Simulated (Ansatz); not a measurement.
`FC(F)C(F)(F)F` → `FC(F)(F)F` + `[CH]F` at 400 K and 1 bar (formal loss of a carbene).

Computed with Ansatz on PBE0-D4/def2-TZVP structures; ΔE is electronic, products minus reactants. CBS: MP2 limit from def2 TZ/QZ plus the TZ coupled-cluster correction, frozen cores. This one scheme is used for every species.

| species | CCSD(T)/CBS energy (Eh) | H − E (kJ/mol) | S (J/(mol·K)) |
| --- | --- | --- | --- |
| `FC(F)C(F)(F)F` | -575.65828 | 128.6 | 363.1 |
| `FC(F)(F)F` | -437.22722 | 64.8 | 280.8 |
| `[CH]F` | -138.29972 | 46.3 | 233.5 |

H − E and S are ideal-gas, rigid-rotor, harmonic terms from PBE0-D4/def2-TZVP. 1 Eh = 2625.50 kJ/mol, R = 8.31446 J/(mol·K).

**Question.** By hand: ΔE, ΔH, ΔS and ΔG.

**Answer.** ΔE = (-437.22722) + (-138.29972) − (-575.65828) = 0.13134 Eh = 344.8 kJ/mol. Δ(H − E) = 64.8 + 46.3 − 128.6 = -17.5, so ΔH = 327.3 kJ/mol. ΔS = 280.8 + 233.5 − 363.1 = 151.2 J/(mol·K). ΔG = 327.3 − 400 × (151.2)/1000 = 266.8 kJ/mol.

**Question.** By hand: the equilibrium constant, and the temperature at which ΔG would vanish if ΔH and ΔS stayed fixed.

**Answer.** log₁₀ K = −ΔG/(RT ln 10) = -34.8. ΔG = 0 at ΔH/ΔS = 2165 K.

The number of gas molecules changes by +1, which sets the sign of ΔS. A doubt of 5 kJ/mol in ΔE shifts log₁₀ K by 0.7 here. These are equilibria of isolated gas molecules and say nothing of rates. Largest T1 diagnostic: 0.018 (customary marks: 0.02 for closed shells, 0.045 for open ones).
